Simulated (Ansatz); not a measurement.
Cartesian coordinates in Å:
```
O -1.2736 1.0632 0.1396
In 0.0596 -0.3232 -0.2895
S 2.0180 -0.5006 1.0045
Br -0.4219 -1.8056 -2.1876
H -2.0281 1.0386 -0.4554
H 1.6460 0.5277 1.7884
```

Charge 0, multiplicity 1. In: def2 effective core potential.

Question: List the r2SCAN/def2-TZVPP orbital energies in eV (Ansatz 0.2.0). (An estimate is asked.)

Answer: Ansatz gave: Occupied: -13121.93, -2409.72, -1695.15, -1525.91, -1525.85, -1525.85, -515.79, -234.79, -214.13, -175.01, -174.83, -174.81, -158.20, -158.14, -158.01, -126.55, -83.24, -83.05, -82.96, -68.85, -68.80, -68.79, -68.65, -68.65, -25.72, -20.98, -20.78, -20.43, -20.35, -20.22, -19.26, -18.70, -12.26, -11.09, -10.09, -8.53, -8.25, -8.04, -7.59, -7.50, -7.08. Lowest empty: -2.82, -1.64, -0.30, 0.30, 0.69, 1.93, 2.10, 2.47.
